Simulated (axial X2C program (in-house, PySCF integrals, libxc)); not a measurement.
**Potential curves of SbF, 2c**

Computed with an in-house relativistic program for diatomic molecules. Two-component (2c) means X2C with spin–orbit coupling and atomic mean-field two-electron Coulomb and Gaunt terms. Basis: Sb dyall-cv3z [11s12p8d4f1g], F dyall-av3z [7s6p3d2f] (cores contracted in-house); Gaussian nuclei, density fitting, unrestricted open shells. Masses: Sb 120.904 u, F 18.998 u.

State: Ω = 1 (⟨Sz⟩ = 1.00, ⟨Lz⟩ = 0.00 at HF). Energies in eV from the fragments at the same level (Sb + F). Fits are polynomials in 1 − R0/R over 0.85 to 1.23 times the lowest point R0.

| R (Å) | HF |
| --- | --- |
| 1.6782 | -1.2524 |
| 1.7554 | -1.8411 |
| 1.8133 | -2.0696 |
| 1.8711 | -2.1664 |
| 1.9290 | -2.1655 |
| 1.9965 | -2.0749 |
| 2.0640 | -1.9166 |
| 2.1508 | -1.6484 |
| 2.2569 | -1.2653 |
| 2.4112 | -0.6715 |

The state is a single determinant with fixed occupations, the lowest that a limited PBE0 search found. De is counted from the lowest determinant-based energies of the atoms at the same level, without counterpoise correction. PBE0 can misorder states that lie within some tenths of an eV, so this need not be the ground state of the molecule. The nearest other 2c determinant of the search, Ω = 0, lies 0.44 eV up at the distance of the search. With several unpaired electrons one determinant need not be a pure state. Open-shell Ω = 0 determinants with evenly filled partner blocks cannot be reached by this program, so the Ω shown need not be the lowest component. This is the Ω = 1 component of a π² triplet; the 0⁺ component is not one determinant and can lie lowest.

Question: What are Re, ωe and De at the HF level?

Answer: At HF, 2c: Re = 1.899 Å, ωe ≈ 645 cm⁻¹, De = 2.18 eV to Sb + F; Be follows as 0.285 cm⁻¹.
